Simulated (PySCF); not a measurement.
Gas-phase thermal properties of YCl3

Computed with PySCF (xtb for GFN2) and rigid-rotor harmonic-oscillator thermochemistry at 1 bar. All species are closed-shell singlets. Y: scalar-relativistic def2 core potential, no spin-orbit coupling. The harmonic model lacks anharmonicity and excited electronic states, which grow with temperature; levels with a mode under 35 cm⁻¹ are left out. Soft modes under 120 cm⁻¹ make the harmonic entropy rough for YCl3. Warning, point group unlike the PBE0 one: YCl3 (GFN2-xTB).

```json
[
 {"level": "GFN2-xTB", "point group": "C3v", "σ": "3", "ZPE (kJ/mol)": "6.2", "S°298 (J/mol/K)": "351.9", "Cp298 (J/mol/K)": "79.9", "S°1000 (J/mol/K)": "451.0", "H1000 − H298 (kJ/mol)": "57.7"},
 {"level": "PBE0/def2-TZVP", "point group": "D3h", "σ": "6", "ZPE (kJ/mol)": "7.8", "S°298 (J/mol/K)": "351.8", "Cp298 (J/mol/K)": "77.3", "S°1000 (J/mol/K)": "449.6", "H1000 − H298 (kJ/mol)": "57.0"}
]
```
σ: rotational symmetry number. Electronic degeneracy used: 1. Frequencies are unscaled.
